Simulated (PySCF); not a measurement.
# Telling isomers of C₇H₁₁ClO₂ apart by NMR

[PySCF 2.14.0 with density-fitted response routines: coordinates at the GFN2-xTB level; GIAO PBE0/pcSseg-1 shieldings; a single conformation; no solvent model; fast rotation and ring inversion assumed for equivalent nuclei; non-relativistic Hamiltonian]

Scale: ¹H (31.72 ppm) and ¹³C (186.93 ppm) vs TMS (reference shieldings calculated alike). Where no couplings were computed, multiplicities follow the n + 1 count of equivalent neighbours, and m marks all less simple cases (inequivalent or close neighbours, rings, F or P nearby). Shifts are as computed. Against solution values, carbons near 30 ppm lie about +3 ppm off and those near 130 ppm about +5 ppm; carbons on Cl a further +6 ppm. Of 1211 compounds with measured shifts, 218 miss one by over three times the rms of a fit or turn the order of signals round; such compounds aren't used in these exercises. Carbons bonded to Cl come out too deshielded.

(1) Tabulate the signals of `C=C[C@@H](C)[C@@H](OC)C(=O)Cl`, `C=C[C@@H](C(=O)Cl)[C@@H](C)OC`, `CC/C(C(=O)Cl)=C(\C)OC` and their relative energies.

(2) What is the quickest way to tell C=C[C@@H](C)[C@@H](OC)C(=O)Cl from CC/C(C(=O)Cl)=C(\C)OC?

(3) What is the quickest way to tell C=C[C@@H](C(=O)Cl)[C@@H](C)OC from CC/C(C(=O)Cl)=C(\C)OC?

(4) What is the quickest way to tell C=C[C@@H](C)[C@@H](OC)C(=O)Cl from C=C[C@@H](C(=O)Cl)[C@@H](C)OC?

Answers

(1) 
| SMILES | carbon types | δC | δH | E rel. (kcal/mol) |
| --- | --- | --- | --- | --- |
| C=C[C@@H](C)[C@@H](OC)C(=O)Cl | 1×C 3×CH 1×CH2 2×CH3 | 183.4, 146.5, 123.8, 94.2, 59.9, 49.1, 20.6 | 6.18 (m, 1H), 5.45 (m, 1H), 5.31 (m, 1H), 3.78 (d, 1H), 3.60 (s, 3H), 2.98 (m, 1H), 1.28 (d, 3H) | 7.2 |
| C=C[C@@H](C(=O)Cl)[C@@H](C)OC | 1×C 3×CH 1×CH2 2×CH3 | 185.5, 141.6, 130.7, 82.7, 76.0, 59.3, 17.1 | 5.81 (m, 1H), 5.70 (m, 1H), 5.67 (m, 1H), 3.61 (m, 1H), 3.53 (s, 3H), 3.34 (m, 1H), 1.06 (d, 3H) | 6.5 |
| CC/C(C(=O)Cl)=C(\C)OC | 3×C 1×CH2 3×CH3 | 177.7, 169.2, 115.9, 55.5, 28.6, 17.6, 16.2 | 3.94 (s, 3H), 2.61 (q, 2H), 2.14 (s, 3H), 1.10 (t, 3H) | 0.0 |

Energies are electronic energies at PBE0/pcSseg-1 on these geometries, without zero-point or thermal terms, each for the one conformer computed, which needn't be the lowest.

(2) Both give the same number of carbon signals, but DEPT or the intensities differ. The first has an alkene CH at 146.5 ppm, the second a β carbon of an enol-ether or enamine type C=C (C) at 115.9 ppm. Their most deshielded carbons lie at 183.4 and 177.7 ppm. In the proton spectra the most deshielded non-exchanging signals are 6.18 (m, 1H) and 3.94 (s, 3H).

(3) Both give the same number of carbon signals, but DEPT or the intensities differ. The first has an alkene CH at 141.6 ppm, the second a β carbon of an enol-ether or enamine type C=C (C) at 115.9 ppm. Their most deshielded carbons lie at 185.5 and 177.7 ppm. In the proton spectra the most deshielded non-exchanging signals are 5.81 (m, 1H) and 3.94 (s, 3H).

(4) Both give the same number of carbon signals, with the same numbers of each carbon type, so the positions decide. The first has an allylic sp3 CH at 49.1 ppm, the second an sp3 CH α to a carbonyl at 76.0 ppm. Their most deshielded carbons lie at 183.4 and 185.5 ppm.
